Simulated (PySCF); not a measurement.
Cu(OH2)2 (CuH₄O₂), SMILES [Cu+](<-[OH2])<-[OH2], charge +1, multiplicity 1. Atoms are numbered in the order given.

```xyz
7

Cu     0.0000     0.0000     0.0040
O     -1.8794    -0.0331    -0.0316
H     -2.4172    -0.4405     0.6599
H     -2.4097     0.6483    -0.4653
O      1.8794     0.0331    -0.0316
H      2.4172     0.4405     0.6599
H      2.4097    -0.6483    -0.4653
```
Charge +1, spin multiplicity 1.

Geometry optimised at r2SCAN-D4/def2-TZVP. The spin state was assumed, not searched.

Level of theory: r2SCAN-D4/def2-TZVP (PySCF).

Frequencies are harmonic and unscaled.

### Question
List the normal modes with their intensities. (Estimate from the structure and the level; the computed values follow.)

### Answer

```tsv
mode	ν (cm⁻¹)	IR (km/mol)	moving atoms (share of kinetic energy)
1	100	8.9	H 98 %
2	131	9.7	O 50 %, Cu 35 %, H 15 %
3	131	9.8	O 50 %, Cu 35 %, H 15 %
4	227	309.0	H 85 %, O 15 %
5	228	248.3	H 85 %, O 15 %
6	405	0.3	O 89 %, H 11 %
7	520	6.1	O 56 %, Cu 36 %
8	625	49.2	H 87 %, O 11 %
9	626	50.8	H 87 %, O 11 %
10	1640	8.8	H 92 %, O 8 %
11	1641	163.3	H 92 %, O 8 %
12	3754	227.0	H 96 %
13	3756	5.1	H 96 %
14	3837	221.1	H 92 %
15	3837	237.7	H 92 %
```
